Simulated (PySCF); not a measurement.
## Computed properties of WO2F, SMILES [O]=[W+](=[O])[F], charge +1, multiplicity 1

WO2F, SMILES [O]=[W+](=[O])[F], charge +1, multiplicity 1. Geometry optimised at PBE0-D3(BJ)/def2-TZVP. The multiplicity is an assumed one; other spin states were not compared. The isomer is the one that the SMILES or the coordinates give; other isomers of the formula were not compared. The def2 effective core potentials stand for the cores of W; spin–orbit coupling is left out. Other conformers were not sampled. All values are computed for the isolated molecule unless a solvent is named; none is compared with measurement here.

**Structure.** The optimised structure has Cs symmetry. All 6 harmonic modes at PBE0-D3(BJ)/def2-TZVP (PySCF) are real, so it is a minimum. With heavy atoms numbered as in [W+:1](=[O:2])(=[O:3])[F:4], the shortest bond between them is W1–O3 at 1.667 Å and the longest W1–F4 at 1.807 Å.

**Vibrations.** The strongest infrared lines (harmonic, unscaled, degenerate partners summed) lie at 1069 cm⁻¹ (106 km/mol, O 90 %, W 10 %), 778 cm⁻¹ (91 km/mol, F 89 %, W 10 %), 1122 cm⁻¹ (23 km/mol, O 93 %). The softest mode is at 252 cm⁻¹ and the zero-point energy is 5.6 kcal/mol.

**Electronic structure.** PBE0/def2-TZVPD (PySCF) places the frontier levels at -16.22 and -11.36 eV, a gap of 4.86 eV and a mean polarisability of 33.1 bohr³.

**Excitations.** TDDFT-ωB97X/def2-SVPD (PySCF) has S1 at 3.31 eV (375 nm, f = 0.001, dark); the most intense of the 10 singlets computed lies at 5.26 eV (f = 0.02). T1 (TDA) is at 3.14 eV. No vertical singlet excitation falls in the visible range (under 3.1 eV).
